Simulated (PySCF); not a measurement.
Species: C2H7AlNO (charge -1).
Structure used (PBE0-D3(BJ)/def2-SVP), in Å, numbered top down from 1:
```
atom  x, y, z in Å
C1     2.1035    0.0094   -0.0460
C2     0.6897    0.1540    0.5352
O3     0.5545    0.4793    1.7093
N4    -0.3184   -0.0939   -0.3173
Al5   -2.2194   -0.0266   -0.0205
H6     2.2541    0.7079   -0.8856
H7     2.2668   -1.0106   -0.4311
H8     2.8392    0.2233    0.7399
H9    -0.0086   -0.3513   -1.2485
H10   -2.7065    1.4845    0.3638
H11   -2.7666   -0.4499   -1.5182
H12   -2.6872   -1.1267    1.0928
```

Computed, not measured: PySCF 2.14.0, PBE0-D3(BJ)/def2-SVP geometry optimisation, gas phase.

Task: Which atoms are bound to Al5, and at what distances?

Result: 4 atoms: H12 1.634 Å, H10 1.634 Å, H11 1.650 Å, N4 1.925 Å. The nearest atom not counted as bound is H9, at 2.55 Å.

Task: List the angles at Al5.

Result: 
| angle | degrees | distance of the outer atoms (Å) |
| --- | --- | --- |
| H10–Al5–H12 | 112.2 | 2.71 |
| N4–Al5–H12 | 111.4 | 2.94 |
| N4–Al5–H10 | 111.3 | 2.94 |
| H10–Al5–H11 | 110.6 | 2.70 |
| H11–Al5–H12 | 110.5 | 2.70 |
| N4–Al5–H11 | 100.3 | 2.75 |

Task: What is the shape at Al5?

Result: Distorted tetrahedral: angles from 100.3° to 112.2°; τ4 = (360° − α − β)/141° = 0.97 with α and β the two widest (0 for a square, 1 for a tetrahedron). The Al–H distances aren't all alike: 1.634 to 1.650 Å.

Task: What are the other bond lengths?

Result: C1–C2 1.535 Å; C2=O3 1.226 Å; C2–N4 1.343 Å; C1–H6, C1–H7, C1–H8 1.101 Å; N4–H9 1.015 Å.

Task: Give some angles away from the centre.

Result: C1–C2–O3 119.3°, C1–C2–N4 115.7°, O3–C2–N4 125.0°, C2–N4–Al5 129.6°.

Task: What are the rotational constants (commonest isotopes, rigid rotor)?

Result: A = 9209, B = 2081, C = 1760 MHz: a near-prolate asymmetric top.

Point group: Cs (tolerance 0.08 Å). Charge -1, singlet. Not checked by PBE0-D3(BJ)/def2-SVP frequencies.

One conformer stands for the species.
